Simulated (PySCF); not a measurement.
CF3, SMILES F[C](F)F (connectivity only; charge and spin as stated), charge +1, multiplicity 1. Atoms are numbered in the order given.

```xyz
4

F     -1.2357     0.0000     0.0000
C      0.0000     0.0000     0.0000
F      0.6178    -1.0701     0.0000
F      0.6178     1.0701     0.0000
```
Charge +1, spin multiplicity 1.

The structure is a stationary point at B3LYP-D3(BJ)/def2-TZVP. The multiplicity is an assumed one; other spin states were not compared. The isomer is the one that the SMILES or the coordinates give; other isomers of the formula were not compared.

Level of theory: TDA-CAM-B3LYP/def2-SVPD (PySCF 2.14.0).

Vertical excitations; the highest root listed may be one member of a degenerate set. Gas-phase values at a fixed geometry. State labels are in the subgroup C2v.

Computed excitation energies, oscillator strengths and character:
```
state  symmetry  energy (eV)  λ (nm)      f                      main pairs
-----  --------  -----------  ------  -----  ------------------------------
S1           A2         8.65     143  0.000                 HOMO→LUMO 100 %
S2           B2        10.11     123  0.000    HOMO−3→LUMO (degenerate set)
S3           A2        10.11     123  0.000    HOMO−4→LUMO (degenerate set)
S4           B1        11.40     109  0.161    HOMO−2→LUMO (degenerate set)
S5           A1        11.40     109  0.161    HOMO−1→LUMO (degenerate set)
S6           B1        13.21      94  0.000                HOMO→LUMO+1 96 %
S7           A2        14.13      88  0.000  HOMO−2→LUMO+1 (degenerate set)
S8           B2        14.13      88  0.000  HOMO−1→LUMO+1 (degenerate set)
S9           A2        14.38      86  0.000    HOMO−6→LUMO (degenerate set)
S10          B2        14.38      86  0.000    HOMO−7→LUMO (degenerate set)
T1           A2         8.30     149      0                 HOMO→LUMO 100 %
T2           B1         8.95     139      0    HOMO−2→LUMO (degenerate set)
T3           A1         8.95     139      0    HOMO−1→LUMO (degenerate set)
T4           B2         9.76     127      0               HOMO−3→LUMO 100 %
```
Triplets are in the Tamm–Dancoff approximation.
